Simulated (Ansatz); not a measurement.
Species: SF, charge -1, multiplicity 1. 
Geometry from a B3LYP-D3(BJ)/def2-TZVP (Ansatz, a quantum-chemistry and plane-wave program) optimisation:
```
F
S 1 1.7464
```
Charge -1, spin multiplicity 1.

Basis-set convergence of Hartree-Fock and MP2 correlation energies (hartree) with Ansatz. Cores are frozen in the correlated levels unless marked. No spin-orbit coupling. No relativistic terms.

| basis | functions | E(HF) | E(corr, MP2) |
|---|---|---|---|
| aug-cc-pV(D+d)Z | 55 | -496.97799 | -0.35554 |
| aug-cc-pV(T+d)Z | 101 | -497.01371 | -0.44654 |
| aug-cc-pV(Q+d)Z | 169 | -497.02406 | -0.48099 |

Extrapolating the two largest sets (X = 3 and 4) as X^-3: E(corr) = (64·(-0.48099) - 27·(-0.44654))/37 = -0.5061 Eh, an estimate of the basis-set limit. The largest set recovers 95.0 % of it, the smallest 70.2 %.
